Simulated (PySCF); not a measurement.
## Dipole response of Ar (argon, neutral)

[Ar], closed-shell 1S. Calculation: PySCF 2.14, in aug-cc-pV(5+d)Z; the non-relativistic Hamiltonian (point nucleus). Coupled (time-dependent) response in atomic units; α is the mean over directions.

| method | mean α (bohr³) | C₆ (like pair) | S(−4) |
| --- | --- | --- | --- |
| UHF | 10.75 | 61.97 | 25.33 |
| PBE | 11.91 | 69.90 | 35.04 |
| PBE0 | 11.40 | 66.42 | 30.59 |
| PBEsol | 11.90 | 70.00 | 34.72 |
| TPSS | 11.67 | 68.73 | 32.62 |

S(−4) is the Cauchy moment in α(ω) = α(0) + S(−4) ω² + …

Reference α: 11.083 ± 0.007 bohr³ (recommended; Schwerdtfeger and Nagle, table of static dipole polarizabilities (2023 update)). Published C₆: 64.20 (Chu and Dalgarno (2004); Tang, Norbeck and Certain (1976)).

α(iu) at PBE:

| u (hartree) | α(iu) (bohr³) |
| --- | --- |
| 0 | 11.91 |
| 0.0500 | 11.82 |
| 0.100 | 11.57 |
| 0.200 | 10.70 |
| 0.300 | 9.570 |
| 0.500 | 7.331 |
| 0.750 | 5.203 |
| 1.00 | 3.782 |
| 1.50 | 2.190 |
| 2.00 | 1.408 |
| 3.00 | 0.7240 |
| 5.00 | 0.3064 |
